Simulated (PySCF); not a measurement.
**Identify the compound**

Molecular formula: C₆H₉NOSi. Simulated spectra:

1H NMR (400 MHz, computed): δ 6.93 (d, 1H), 6.70 (d, 1H), 3.88 (t, 3H), 2.85 (t, 2H), 1.02 (m, 2H).

13C{1H} NMR (computed): δ 202.3, 150.3, 122.6, 119.4, 45.4, 5.0.

[PySCF 2.14: σ from GIAO-PBE0/pcSseg-1; GFN2-xTB structure; a single conformation; no solvent; equivalent nuclei averaged; non-relativistic Hamiltonian]

References, each an isolated molecule treated in the same way: TMS for 1H (31.72 ppm) and 13C (186.93 ppm).

**Question.** Which candidate is it?
A. C=C(CC(C)=O)[SiH2]C#N
B. N#C/C=C1\C[SiH2]CCO1
C. N#C/C=C/C(=O)CC[SiH3]
D. C=C1CO[C@@H](C#N)C[SiH2]1
E. CC(=O)/C(=C/C#N)C[SiH3]

**Answer.** C. 

1. The formula gives 4 degrees of unsaturation (no ring in the answer).
2. 6 carbon signals for 6 carbons: no two carbons are equivalent.
3. Carbon types of the structure: 2 × C, 2 × CH, 2 × CH2, leaving 3 H on heteroatoms.
4. δC 202.3: ketone carbonyl carbon; the double bond to the heteroatom, with no lone-pair donor beside it, deshields it most.
5. δC 150.3: α carbon of a C=C–C=O unit; the olefinic region.
6. δC 122.6: nitrile carbon; typical of a nitrile.
7. δC 119.4: β carbon of a C=C–C=O unit.
8. δH 6.93: hydrogen on an α carbon of a C=C–C=O unit; a vinylic proton, deshielded by the sp2 carbon and the C=C anisotropy.

The others: C=C(CC(C)=O)[SiH2]C#N has carbons computed at 218.4, 146.7, 136.7, 126.9, 54.8, 31.9, with a different DEPT pattern; N#C/C=C1\C[SiH2]CCO1 has carbons computed at 182.5, 123.1, 78.5, 66.1, 13.4, 9.4, with a different DEPT pattern; CC(=O)/C(=C/C#N)C[SiH3] would give 4 signals for carbon-bound and other non-exchanging H, not 5; C=C1CO[C@@H](C#N)C[SiH2]1 would give 9 signals for carbon-bound and other non-exchanging H, not 5.

Shifts are as computed. Against solution values, carbons near 30 ppm lie about +3 ppm off and those near 130 ppm about +5 ppm. Of 1309 compounds with measured shifts, 239 miss one by over three times the rms of a fit or turn the order of signals round; such compounds aren't used in these exercises. Multiplicities follow the n + 1 count of equivalent neighbours, as no J values were calculated; m marks all less simple cases, F and P coupling included.
